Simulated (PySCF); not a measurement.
Al(F)(NCO)(OMe) (C₂H₃AlFNO₂), SMILES C[O][Al]([F])[N]=C=O.

The structure is a stationary point at B3LYP-D3(BJ)/def2-SVP. The values are those of a single conformer.

Level of theory: PySCF with PBE0/def2-TZVP.

Symmetry labels are those of the subgroup Cs that the program uses (full group Cs).

Computed valence orbital energies around the gap with their symmetry:
| orbital | symmetry | energy (eV) |
|---|---|---|
| HOMO−7 | A" | -12.82 |
| HOMO−6 | A' | -12.64 |
| HOMO−5 | A" | -11.82 |
| HOMO−4 | A' | -11.65 |
| HOMO−3 | A" | -9.17 |
| HOMO−2 | A' | -9.14 |
| HOMO−1 | A' | -8.74 |
| HOMO | A" | -8.67 |
| LUMO | A' | -0.82 |
| LUMO+1 | A" | -0.46 |
| LUMO+2 | A' | 0.71 |
| LUMO+3 | A' | 1.25 |
